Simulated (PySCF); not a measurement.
**Computed spin Hamiltonian**

Compound: C3H5O3S (doublet state).
Z-matrix (Å and degrees, GFN2-xTB geometry), rows numbered from 1:
```
O 
S   1  1.4287
O   2  1.4307  1  119.75
O   2  1.6104  1  107.12  3   123.16
C   2  1.7562  1  112.26  3  -126.08
C   5  1.4678  2  119.22  1   171.26
C   5  1.4683  2  120.68  1    98.24
H   4  0.9585  2  109.43  1    15.66
H   6  1.0807  5  118.89  7  -105.99
H   6  1.0818  5  117.25  7   110.25
H   7  1.0809  5  118.57  6   106.10
H   7  1.0818  5  117.75  6  -110.18
```

The hyperfine couplings belong to this conformer and change with its torsions.

The species is `O=S(=O)(O)[C]1CC1` [radical].

Computed, not measured: PySCF, UKS B3LYP, pcH-1 on C H O S, non-relativistic, mean-field spin-orbit, GIAO. Isolated species at its GFN2-xTB geometry (one conformer only). The geometry wasn't refined by DFT: couplings that depend on bond lengths, twists or pyramidal angles can differ widely from those at the functional's own minimum. No stability test was run, so a lower SCF solution isn't excluded.

```json
{
 "g1, g2, g3": "2.00188, 2.00279, 2.00332",
 "g_iso": "2.00266",
 "Form of g": "rhombic: the two nearest values differ by 37 % of g3 − g1",
 "⟨S²⟩": "0.7531 (exact 0.7500)",
 "Total energy": "-741.03263 Eh",
 "Basis functions": "235"
}
```

Hyperfine couplings atom by atom, in 10⁻⁴ cm⁻¹; T1 to T3 are the principal values of the dipolar part; ρ(0) is the spin density at the nucleus (1 × 10⁻⁴ cm⁻¹ = 2.998 MHz):

```json
{"atom": "O1", "isotope": "17O", "a_iso": "0.0", "of which spin–orbit": "0.0", "T1": "-1.5", "T2": "0.5", "T3": "1.0", "Mulliken spin population": "0.01", "ρ(0) (bohr⁻³)": "0.0000"}
{"atom": "S2", "isotope": "33S", "a_iso": "3.4", "of which spin–orbit": "0.0", "T1": "-0.9", "T2": "-0.4", "T3": "1.3", "Mulliken spin population": "-0.01", "ρ(0) (bohr⁻³)": "0.0301"}
{"atom": "O3", "isotope": "17O", "a_iso": "-1.1", "of which spin–orbit": "0.0", "T1": "-9.4", "T2": "4.5", "T3": "4.9", "Mulliken spin population": "0.07", "ρ(0) (bohr⁻³)": "0.0052"}
{"atom": "O4", "isotope": "17O", "a_iso": "0.6", "of which spin–orbit": "0.0", "T1": "-0.4", "T2": "0.0", "T3": "0.4", "Mulliken spin population": "0.00", "ρ(0) (bohr⁻³)": "-0.0029"}
{"atom": "C5", "isotope": "13C", "a_iso": "130.5", "of which spin–orbit": "0.0", "T1": "-22.5", "T2": "-21.6", "T3": "44.1", "Mulliken spin population": "0.85", "ρ(0) (bohr⁻³)": "0.3480"}
{"atom": "C6", "isotope": "13C", "a_iso": "-4.1", "of which spin–orbit": "0.0", "T1": "-2.2", "T2": "-0.8", "T3": "2.9", "Mulliken spin population": "0.00", "ρ(0) (bohr⁻³)": "-0.0108"}
{"atom": "C7", "isotope": "13C", "a_iso": "-3.9", "of which spin–orbit": "0.0", "T1": "-2.2", "T2": "-0.8", "T3": "2.9", "Mulliken spin population": "0.00", "ρ(0) (bohr⁻³)": "-0.0105"}
{"atom": "H8", "isotope": "1H", "a_iso": "0.3", "of which spin–orbit": "0.0", "T1": "-0.8", "T2": "-0.7", "T3": "1.4", "Mulliken spin population": "0.00", "ρ(0) (bohr⁻³)": "0.0002"}
{"atom": "H9", "isotope": "1H", "a_iso": "21.8", "of which spin–orbit": "0.0", "T1": "-2.2", "T2": "-1.4", "T3": "3.6", "Mulliken spin population": "0.02", "ρ(0) (bohr⁻³)": "0.0146"}
{"atom": "H10", "isotope": "1H", "a_iso": "9.7", "of which spin–orbit": "0.0", "T1": "-1.8", "T2": "-0.6", "T3": "2.4", "Mulliken spin population": "0.02", "ρ(0) (bohr⁻³)": "0.0065"}
{"atom": "H11", "isotope": "1H", "a_iso": "21.4", "of which spin–orbit": "0.0", "T1": "-2.2", "T2": "-1.4", "T3": "3.6", "Mulliken spin population": "0.02", "ρ(0) (bohr⁻³)": "0.0144"}
{"atom": "H12", "isotope": "1H", "a_iso": "9.3", "of which spin–orbit": "0.0", "T1": "-1.8", "T2": "-0.7", "T3": "2.4", "Mulliken spin population": "0.02", "ρ(0) (bohr⁻³)": "0.0062"}
```

The Mulliken spin populations are largest on C5 (+0.85) and O3 (+0.07). No atom but C5 exceeds +0.15. The angles at C5 add up to 302.0°, so it is pyramidal.

Axes: g3 points within 8° of the S2–C5 bond.

Under fast tumbling the dipolar parts average out, and these isotropic splittings remain: 4 × 1H (H9/H10/H11/H12, I = 1/2, 5 lines) with 1.66 mT and 1 × 1H (H8, I = 1/2, 2 lines) with 0.03 mT.

Nuclei that the bonding pattern makes equivalent are averaged, as if the motion that swaps them (rotation, inversion, ring flip) were fast. The 1H value of +46.6 MHz is a mean of couplings from 27.8 to 65.2 MHz in this one geometry, not an average over conformers.

The 33S coupling of S2 (10.3 MHz) shows only in satellite lines or after enrichment, since that isotope makes up about 0.76 % of natural sulfur.

The 13C coupling of C5 (391.1 MHz) shows only in satellite lines or after enrichment, since that isotope makes up about 1.07 % of natural carbon.
